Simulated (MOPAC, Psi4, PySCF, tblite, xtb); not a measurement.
Dimer N2 ··· CH5N (SMILES N#N and CN) at R = 3.49 Å between the centres of mass, closest contact 2.80 Å (a random orientation, not optimised). Geometry in Å and degrees:

```
C
H 1 1.0912
H 1 1.0912 2 107.21
H 1 1.0988 2 107.87 3 115.94
N 1 1.4623 2 109.21 3 -118.21
H 5 1.0128 1 110.76 2 -62.29
H 5 1.0128 6 106.92 1 120.76
N 4 2.8045 1 124.68 2 178.43
N 8 1.0909 4 94.47 1 12.20
```

Computed with: GFN2-xTB (tblite); SAPT0/jun-cc-pVDZ, frozen core (Psi4); PBE/def2-TZVP, counterpoise-corrected (Psi4); PBE-D3(BJ)/def2-TZVP, counterpoise-corrected (Psi4); wB97X-D/def2-TZVP, counterpoise-corrected (Psi4); HF/aug-cc-pVDZ, counterpoise-corrected (Psi4); MP2/aug-cc-pVDZ = DF-MP2/aug-cc-pVDZ, frozen core, counterpoise-corrected (Psi4); SCS-MP2/aug-cc-pVDZ = DF-SCS-MP2/aug-cc-pVDZ, frozen core, counterpoise-corrected run with Psi4 1.11; PM7, restricted, heats of formation (MOPAC); PM3, restricted, heats of formation (MOPAC); GFN1-xTB (xtb); RKS-B3LYP/6-31G* = restricted B3LYP/6-31G*, spherical d, no counterpoise correction in PySCF; RMP2/6-31G* = restricted MP2 (frozen core)/6-31G*, spherical d, no counterpoise correction (PySCF); RHF/STO-3G = restricted Hartree-Fock/STO-3G, no counterpoise correction run with PySCF; RMP2/3-21G = restricted MP2 (frozen core)/3-21G, no counterpoise correction (PySCF 2.14.0).

Task: What interaction energy does each level give?

Result: 
```csv
method,E_int / kJ/mol
RMP2/3-21G,-5.70
PM7,-4.61
GFN1-xTB,-3.63
PBE-D3(BJ)/def2-TZVP,-3.50
RMP2/6-31G*,-3.19
GFN2-xTB,-2.96
MP2/aug-cc-pVDZ,-1.89
wB97X-D/def2-TZVP,-1.52
RKS-B3LYP/6-31G*,-0.68
SCS-MP2/aug-cc-pVDZ,-0.50
SAPT0/jun-cc-pVDZ,-0.27
PBE/def2-TZVP,0.09
RHF/STO-3G,1.83
HF/aug-cc-pVDZ,4.19
PM3,7.94
```
